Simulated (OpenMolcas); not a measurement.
Mo3+ (d3) among equal point charges was computed by CASSCF with the d shell active (OpenMolcas, ANO-RCC-VTZP on the metal). Its lowest spin-free states, and all those of the highest spin:

```json
{"2S+1": "4", "Degeneracy": "1", "E (cm-1)": "0.0"}
{"2S+1": "4", "Degeneracy": "2", "E (cm-1)": "7809"}
{"2S+1": "2", "Degeneracy": "2", "E (cm-1)": "9836"}
{"2S+1": "2", "Degeneracy": "1", "E (cm-1)": "11536"}
{"2S+1": "2", "Degeneracy": "1", "E (cm-1)": "12704"}
{"2S+1": "2", "Degeneracy": "1", "E (cm-1)": "14025"}
{"2S+1": "2", "Degeneracy": "1", "E (cm-1)": "15876"}
{"2S+1": "4", "Degeneracy": "1", "E (cm-1)": "16513"}
{"2S+1": "4", "Degeneracy": "2", "E (cm-1)": "16850"}
{"2S+1": "2", "Degeneracy": "2", "E (cm-1)": "19424"}
{"2S+1": "2", "Degeneracy": "1", "E (cm-1)": "19659"}
{"2S+1": "2", "Degeneracy": "1", "E (cm-1)": "21982"}
{"2S+1": "4", "Degeneracy": "1", "E (cm-1)": "25086"}
{"2S+1": "4", "Degeneracy": "1", "E (cm-1)": "33668"}
{"2S+1": "4", "Degeneracy": "2", "E (cm-1)": "48127"}
```

**Question.** Is the site octahedral, tetrahedral or cube-like, axial, or of lower symmetry?

**Answer.** The states with 2S+1 = 4 have orbital degeneracies 1, 2, 1, 2, 1, 1, 2. There are pairs but no triples, so the site is axial: not cubic, but with a proper or improper axis of order three or more. The run had Mo3+ among 4 point charges of -2.5 e arranged as a square (D4h), 2.25 Å from the ion.

Without dynamic correlation the repulsion within the d shell is too large (B by tens of per cent), so at a given field states of lower spin stand too high. Point charges carry no covalency, so the field is a model and not that of real ligands. No measured value stands beside these numbers.
